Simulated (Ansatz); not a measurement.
Reaction (silylene formation by 1,1-elimination): `C[SiH2]C#N` → `C#N` + `C[SiH]`

Calculated with Ansatz (gas phase, PBE0-D4/def2-TZVP geometries, no zero-point term in ΔE). CCSD(T)/CBS adds triple-zeta CCSD(T) − MP2 to the extrapolated MP2 energy (def2 sets, frozen cores). This one scheme is used for every species. Functionals use def2-TZVPP. B3LYP here is the variant with VWN-RPA as its local correlation; programs differ in this.

| level | ΔE (kJ/mol) | difference from CCSD(T)/CBS |
| --- | --- | --- |
| LDA (SPW92) | 301.8 | 21.1 |
| BLYP-D4 | 264.6 | -16.1 |
| r2SCAN-D4 | 299.5 | 18.8 |
| B97M-V | 279.3 | -1.4 |
| PBE0-D4 | 289.9 | 9.2 |
| B3LYP-D4 | 276.5 | -4.2 |
| r2SCAN0-D4 | 302.0 | 21.3 |
| CAM-B3LYP-D4 | 285.3 | 4.6 |
| B3LYP | 267.5 | -13.2 |
| r2SCANh | 298.7 | 18.0 |
| r2SCAN0 | 300.1 | 19.4 |
| CAM-B3LYP | 280.2 | -0.5 |
| HF/def2-TZVPP | 274.0 | -6.7 |
| SCS-MP2/def2-TZVPP | 286.1 | 5.4 |
| CCSD(T)/def2-TZVPP | 275.7 | -5.0 |
| MP2/CBS(def2) | 300.5 | 19.8 |
| CCSD(T)/CBS | 280.7 | 0 |

Largest T1 diagnostic among the species: 0.014.

From PBE to PBE0 (25 % exact exchange), in def2-TZVPP and without D4, ΔE moves by +11.5 kJ/mol. The D4 term adds +9.0 kJ/mol with B3LYP and +5.0 kJ/mol with PBE0; it sums over pairs of atoms, weighted by their polarisabilities, and B3LYP, whose exchange is more repulsive, gets the larger term. At CCSD(T), def2-SVP lies −16.8 kJ/mol from the extrapolated value and def2-TZVPP −5.0 kJ/mol.
